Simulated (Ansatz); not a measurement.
`[CH3][Ga]([CH3])[SeH]` + `C=C(C)O` → `C/C(O)=C\[SeH]` + `[CH3][GaH][CH3]`  (formal exchange of groups at the Se–Ga bond)

Isolated molecules relaxed with PBE0-D4/def2-TZVP in Ansatz; ΔE leaves out vibrations. CBS: MP2 limit from def2 TZ/QZ plus the TZ coupled-cluster correction, frozen cores. DFT in def2-TZVPP. For Ga, Se outer-core shells are correlated without core-valence functions, which leaves a few kJ/mol of doubt a bond. Scalar relativity is left out up to krypton. One conformer a species, not always the lowest.

`[CH3][Ga]([CH3])[SeH]`:

Cartesian coordinates in Å:
```
C 0.796 -0.500 -1.454
Ga -0.312 0.080 0.062
C 0.278 0.311 1.921
Se -2.562 0.589 -0.346
H 1.259 0.375 -1.918
H 0.199 -1.007 -2.213
H 1.596 -1.167 -1.126
H 1.109 1.019 1.967
H -0.526 0.674 2.562
H 0.639 -0.641 2.320
H -2.477 0.266 -1.775
```

`C=C(C)O`:

Cartesian coordinates in Å:
```
C -0.484 -1.262 -0.068
C 0.233 -0.145 0.028
C -0.318 1.235 -0.031
O 1.582 -0.123 0.195
H -0.025 -2.243 -0.018
H -1.555 -1.214 -0.200
H -0.079 1.776 0.888
H 0.137 1.786 -0.859
H -1.398 1.218 -0.165
H 1.908 -1.027 0.230
```

`C/C(O)=C\[SeH]`:

Cartesian coordinates in Å:
```
C 0.133 -1.177 0.486
C 0.194 -0.068 -0.503
O 0.452 -0.443 -1.784
C 0.028 1.236 -0.265
Se -0.187 1.972 1.467
H 1.103 -1.679 0.558
H -0.143 -0.808 1.472
H -0.607 -1.920 0.170
H 0.521 -1.400 -1.828
H 0.109 1.931 -1.091
H -1.602 2.357 1.317
```

`[CH3][GaH][CH3]`:

Cartesian coordinates in Å:
```
C -0.872 -0.255 -1.465
Ga -0.352 0.625 0.220
C 1.091 -0.134 1.328
H -0.195 0.073 -2.262
H -1.888 -0.001 -1.772
H -0.781 -1.341 -1.395
H -1.093 1.939 0.685
H 0.674 -0.918 1.969
H 1.553 0.611 1.979
H 1.865 -0.601 0.714
```

```json
{"level": "PBE-D4", "ΔE (kJ/mol)": "170.0"}
{"level": "HF/CBS(def2)", "ΔE (kJ/mol)": "186.9"}
```

(1) What does CCSD(T)/CBS give? (An estimate is asked.)

Largest T1 diagnostic among the species: 0.012.

## Answers

(1) The calculation gave: +177.6 kJ/mol. The listed levels differ from it by -7.6, 9.3 kJ/mol.

From PBE to PBE0 (25 % exact exchange), in def2-TZVPP and without D4, ΔE moves by +4.3 kJ/mol. In def2-TZVPP, CCSD(T) changes the Hartree–Fock value by −13.7 kJ/mol (the triples alone add −2.0 kJ/mol) and MP2 by −12.3 kJ/mol.
